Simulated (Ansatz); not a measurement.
## Which method gave which barrier?

Saddle point of Si$_{2}$H$_{5}$Cl$_{3}$F$_{2}$, singlet (Si₂H₃Cl₃ ([SiH3][Si]([Cl])([Cl])[Cl]) + HF + HF → Si₂H₂Cl₃F ([F][SiH2][Si]([Cl])([Cl])[Cl]) + HF + H₂; bonds formed: Si2–F7, H6–F9, H8–H12; bonds broken: Si2–H12, H6–F7, H8–F9), PBE0-D4/def2-TZVP structure:

| atom | x (Å) | y (Å) | z (Å) |
| --- | --- | --- | --- |
| Si1 | -1.5467 | 0.9039 | -0.5849 |
| Si2 | 0.2041 | -0.6468 | -0.5937 |
| Cl3 | -2.2657 | 1.0727 | -2.4883 |
| Cl4 | -3.1009 | 0.4347 | 0.6442 |
| Cl5 | -0.7893 | 2.7164 | -0.0109 |
| H6 | 0.9949 | -0.5526 | 1.8614 |
| F7 | -0.0282 | -0.7688 | 1.2983 |
| H8 | 1.9839 | -0.2243 | 0.7286 |
| F9 | 2.0531 | -0.2969 | 1.9478 |
| H10 | -0.0199 | -2.1052 | -0.6628 |
| H11 | 0.7665 | -0.3285 | -1.9545 |
| H12 | 1.7484 | -0.2046 | -0.1852 |

Ansatz 0.2.0; basis: def2-TZVPP, with def2-QZVPP for the basis limit; cores frozen in the correlated methods. Extrapolation: Hartree–Fock as exp(−7.88 √X), correlation as X^−2.97. Four methods, as single points on the PBE0-D4 structures, gave these electronic barriers from the start structure: 30.71, 32.91, 40.67, 55.46 kcal/mol.

(1) The methods were, in alphabetical order, BHLYP-D4, BLYP-D4, HF, PBE0-D4. Which gave which? (A judgement: the text doesn't fix the answer.)

T1 diagnostic: at most 0.012.

## Answers

(1) By the calculation: BLYP-D4 30.71; PBE0-D4 32.91; BHLYP-D4 40.67; HF 55.46 kcal/mol. For comparison, CCSD(T) at an estimated basis limit (MP2 extrapolated from triple and quadruple zeta, plus CCSD(T) − MP2 in triple zeta) gives 38.80 kcal/mol.

Labels in which every atom is bracketed show which atoms are joined, not bond orders.

For scale, one of the runs: CCSD(T)/def2-TZVPP, 342 basis functions, launched by `ansatz run in.yaml --threads 2 --pin off --events-out ev --progress --plain --max-ram 20480MiB --backend cuda --devices 0, --max-vram 18GiB`. The run took 15 s on 2 CPU threads of an AMD EPYC 7R13 and a share of one NVIDIA H100 (shared host), with 0.82 GiB of host memory at its peak.
